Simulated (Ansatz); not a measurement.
Relaxation of CH$_{5}$AlN$_{2}$OS (11 atoms, charge 0, multiplicity 1), to a largest force component of 0.015 eV/Å in at most 40 steps.

The calculation used RKS B3LYP-D4/def2-SVP in Ansatz 0.2.0.

```xyz
11
Properties=species:S:1:pos:R:3:forces:R:3
N -2.283 -0.161 1.257 -0.36 4.09 -2.19
Al -0.777 0.501 0.329 1.20 -0.97 1.16
N 0.851 1.521 0.287 -1.74 0.02 0.91
C 1.062 0.200 -0.323 -3.23 -0.22 -0.98
O 1.233 0.256 -1.713 0.66 -0.12 -0.39
S 2.095 -0.891 0.613 0.76 -1.49 0.02
H -2.783 0.717 1.622 0.55 -1.80 -0.24
H -1.966 -0.681 2.024 0.57 -1.13 1.71
H 0.746 2.263 -0.396 0.78 0.27 -0.49
H 0.918 -0.601 -2.041 0.21 0.26 -0.10
H 1.524 -2.063 0.061 0.60 1.09 0.60
```

**Question.** Where does it end, and by what steps?

**Answer.** The run converged. After 27 steps the energy has fallen by 1.794 eV; H8 moved furthest, 0.98 Å.

```json
{"step": "0", "energy less start (eV)": "0.0000", "largest force component (eV/Å)": "4.085", "accepted": "yes"}
{"step": "1", "energy less start (eV)": "-0.7916", "largest force component (eV/Å)": "1.906", "accepted": "yes"}
{"step": "2", "energy less start (eV)": "-1.0955", "largest force component (eV/Å)": "1.513", "accepted": "yes"}
{"step": "3", "energy less start (eV)": "-1.2487", "largest force component (eV/Å)": "1.736", "accepted": "yes"}
{"step": "4", "energy less start (eV)": "-1.5282", "largest force component (eV/Å)": "0.654", "accepted": "yes"}
{"step": "5", "energy less start (eV)": "-1.6078", "largest force component (eV/Å)": "0.771", "accepted": "yes"}
{"step": "6", "energy less start (eV)": "-1.6508", "largest force component (eV/Å)": "0.719", "accepted": "yes"}
{"step": "7", "energy less start (eV)": "-1.6629", "largest force component (eV/Å)": "0.375", "accepted": "yes"}
{"step": "8", "energy less start (eV)": "-1.6731", "largest force component (eV/Å)": "0.263", "accepted": "yes"}
{"step": "9", "energy less start (eV)": "-1.6852", "largest force component (eV/Å)": "0.097", "accepted": "yes"}
{"step": "10", "energy less start (eV)": "-1.6892", "largest force component (eV/Å)": "0.124", "accepted": "yes"}
{"step": "11", "energy less start (eV)": "-1.6911", "largest force component (eV/Å)": "0.130", "accepted": "yes"}
{"step": "12", "energy less start (eV)": "-1.6910", "largest force component (eV/Å)": "0.266", "accepted": "no"}
{"step": "13", "energy less start (eV)": "-1.6927", "largest force component (eV/Å)": "0.043", "accepted": "yes"}
{"step": "14", "energy less start (eV)": "-1.6952", "largest force component (eV/Å)": "0.335", "accepted": "yes"}
{"step": "15", "energy less start (eV)": "-1.7102", "largest force component (eV/Å)": "0.375", "accepted": "yes"}
{"step": "16", "energy less start (eV)": "-1.7138", "largest force component (eV/Å)": "0.620", "accepted": "yes"}
{"step": "17", "energy less start (eV)": "-1.7351", "largest force component (eV/Å)": "1.357", "accepted": "yes"}
{"step": "18", "energy less start (eV)": "-1.6633", "largest force component (eV/Å)": "0.884", "accepted": "no"}
{"step": "19", "energy less start (eV)": "-1.7784", "largest force component (eV/Å)": "0.555", "accepted": "yes"}
{"step": "20", "energy less start (eV)": "-1.7905", "largest force component (eV/Å)": "0.075", "accepted": "yes"}
{"step": "21", "energy less start (eV)": "-1.7823", "largest force component (eV/Å)": "0.501", "accepted": "no"}
{"step": "22", "energy less start (eV)": "-1.7899", "largest force component (eV/Å)": "0.273", "accepted": "no"}
{"step": "23", "energy less start (eV)": "-1.7930", "largest force component (eV/Å)": "0.027", "accepted": "yes"}
{"step": "24", "energy less start (eV)": "-1.7926", "largest force component (eV/Å)": "0.067", "accepted": "no"}
{"step": "25", "energy less start (eV)": "-1.7938", "largest force component (eV/Å)": "0.016", "accepted": "yes"}
{"step": "26", "energy less start (eV)": "-1.7939", "largest force component (eV/Å)": "0.022", "accepted": "yes"}
{"step": "27", "energy less start (eV)": "-1.7940", "largest force component (eV/Å)": "0.015", "accepted": "yes"}
```

```xyz
11
Properties=species:S:1:pos:R:3
N -2.342 0.238 1.542
Al -0.836 0.281 0.632
N 0.484 1.270 0.046
C 0.765 -0.112 -0.373
O 0.743 -0.389 -1.739
S 2.372 -0.674 0.373
H -2.788 1.044 1.969
H -2.892 -0.598 1.710
H 1.139 2.022 -0.158
H 1.598 -0.107 -2.110
H 2.377 -1.913 -0.173
```

Whether the end is a true minimum wasn't checked by a vibrational analysis.

The run took 2.6 min on 2 threads of Intel(R) Xeon(R) Platinum 8259CL CPU @ 2.50GHz (Skylake/Cascade Lake), with other jobs on the host, peak memory 0.31 GiB.
